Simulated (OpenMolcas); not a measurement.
## Levels of S⁺ by method

| Property | Result |
| --- | --- |
| Program | OpenMolcas |
| Basis | ANO-R2 [5s4p3d1f] |
| Scalar Hamiltonian | X2C, finite nucleus |
| Active space | 5 electrons in 9 orbitals (RAS2 3s 3p; RAS3 3d, at most 2 electrons) |
| State averaging | 2S+1 = 4 odd, 1 root; 2S+1 = 2 odd, 8 roots; 2S+1 = 4 even, 3 roots; 2S+1 = 2 even, 9 roots |
| Spin-orbit coupling | RASSI with atomic mean-field integrals over the reference wave functions, term energies averaged over their components |

Methods on the same reference wave functions:
A. RASSCF
B. SS-RASPT2, IPEA 0.25 Eh, imaginary shift 0.1 Eh (closed shells correlated: 2s 2p)

Energies in cm⁻¹ above 3s² 3p³ ⁴S°_3/2, the measured ground level; measured values from NIST Handbook of Basic Atomic Spectroscopic Data.

```csv
Level,A,B,Measured
3s² 3p³ ⁴S°_3/2,0.0,0.0,0.0
3s² 3p³ ²D°_3/2,18117,15580,14853
3s² 3p³ ²D°_5/2,18139,15600,14885
3s² 3p³ ²P°_1/2,28334,25690,24525
3s² 3p³ ²P°_3/2,28351,25710,24572
3s 3p⁴ ⁴P_5/2,79499,79500,79395
3s 3p⁴ ⁴P_3/2,79827,79830,79757
3s 3p⁴ ⁴P_1/2,80018,80020,79963
3s 3p⁴ ²D_3/2,103010,100800,97891
3s 3p⁴ ²D_5/2,103020,100810,97919
```

Deviations, from unrounded energies. A percentage is the sum of absolute deviations over the sum of measured energies, with the sign that they share, or ± where signs differ.

```tsv
Against measurement	Levels	A	B
mean absolute deviation (cm-1)	9	2700	1100
other terms of the ground configuration (%)	4	+17.9	+4.7
other configurations (%)	5	+2.4	+1.4
```

B lies closest to measurement on these levels. The largest miss of B in the table is 3s 3p⁴ ²D_3/2, by +2900 cm-1. The ranking rests on the paired levels alone, and a cruder setting can come out closer through cancelling errors.

From A to B the spin-free energies of the other terms of 3s² 3p³ shown, above ⁴S°, scale by factors of 0.86 to 0.91.

The lowest spin-free term lies below A's lowest term by 0.221 hartree in B.

Term energies are means over components that CASPT2 splits; among the terms shown or strongly mixed into the levels shown the widest spread is 85 cm-1 (3s 3p⁴ ²D, B). The run also gave levels led by 3s² 3p² 3d, which use shells meant for correlation; these and all levels above them are left out. Some terms mix strongly with configurations of 3d, whose occupation reaches 0.33 (3s 3p⁴ ⁴P, 3s 3p⁴ ²D). Without dynamic correlation excited terms often stand tens of per cent too high (terms of higher spin than the ground term too low), and those without a measured partner can miss by more than the paired ones (holds for A). Computed and measured levels are paired by configuration, term and J; levels that our copy of the source lacks, or whose pairing is in doubt (as where it misses far off the trend of its configuration), stay unpaired and out of the deviations. Levels of configurations outside the active space are missing. The table leaves out levels that lie high or whose names do not pair safely across all columns.

° marks odd parity.
